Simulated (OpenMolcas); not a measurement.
Ta IV: CASPT2 settings compared

- Program: OpenMolcas
- Basis: ANO-R2 [8s6p5d3f1g]
- Scalar Hamiltonian: X2C, finite nucleus
- Active space: 2 electrons in 5 orbitals (5d)
- State averaging: 2S+1 = 3 even, 10 roots; 2S+1 = 1 even, 14 roots kept (CI in the orbitals of an earlier block)
- Spin-orbit coupling: state interaction with AMFI integrals over the reference wave functions, term energies averaged over their components

Methods on the same reference wave functions:
A. CASSCF
B. SS-CASPT2, IPEA 0.2 Eh, no level shift (closed shells correlated: none)
C. SS-CASPT2, IPEA 0.15 Eh, sigma1 regulariser 0.2 Eh (closed shells correlated: 4f 5s 5p)
D. SS-CASPT2, IPEA 0.2 Eh, no level shift (closed shells correlated: 4f 5s 5p)

Energies in cm⁻¹ above 5d² ³F₂.

```
         Level      A      B      C      D
       5d² ³F₂    0.0    0.0    0.0    0.0
       5d² ³F₃   4722   5080   5040   5120
       5d² ³F₄   9130   9430   9370   9440
5d² ¹D₂ [57 %]  13580  11040  11170  10790
       5d² ³P₀  14249  13730  13290  13410
       5d² ³P₁  15487  14960  14530  14650
5d² ³P₂ [62 %]  20738  19300  19040  18990
       5d² ¹G₄  20917  20180  19770  19820
```

Among B to D the level of the table that moves most is 5d² ³P₀, by 440 cm-1 (lowest in C, highest in B). Moves below CASPT2's spread within the term are not significant.

From A to B the spin-free energies of the other terms of 5d² shown, above ³F, scale by factors of 0.56 to 0.92.

The lowest spin-free term lies below A's lowest term by 0.004 hartree in B, 0.782 hartree in C, 0.781 hartree in D.

Term energies are means over components that CASPT2 splits; among the terms shown or strongly mixed into the levels shown the widest spread is 580 cm-1 (5d² ³F, C). Over all roots computed the reference weight is 0.91 to 1.00 in B, 0.83 to 0.91 in D; the roots of lowest weight are the least certain, and an intruder state may touch them. Terms from blocks run as CI alone lack orbitals of their own. Without dynamic correlation excited terms often stand tens of per cent too high (terms of higher spin than the ground term too low), and those without a measured partner can miss by more than the paired ones (holds for A). Only configurations of the active space appear.

A share in square brackets marks a mixed level and gives the weight of the term that names it, the lowest over the columns.
